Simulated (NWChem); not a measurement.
Species: tellurium hexafluoride (TeF6); SMILES F[Te](F)(F)(F)(F)F

Computed with NWChem. Coordinates come from a PBE-D3(BJ)/def2-SVP optimisation. Not confirmed as a minimum by frequencies. def2 effective core potentials on Te; no spin-orbit coupling. Total energies compare along this basis series because the functional is fixed.

| level | basis functions | energy (Ha) | highest occupied level (eV) | orbital gap (eV) |
|---|---|---|---|---|
| PBE0/def2-SVP | 110 | -865.9909 | -12.73 | 7.11 |
| PBE0/def2-SVPD | 173 | -866.0540 | [?] | 7.08 |
| PBE0/def2-TZVP | 236 | -866.8043 | -12.89 | 7.27 |
| PBE0/def2-TZVPP | 236 | -866.8043 | -12.89 | 7.27 |

### Question
Complete the blanks.

### Answer

- PBE0/def2-SVPD, highest occupied level (eV): -13.08
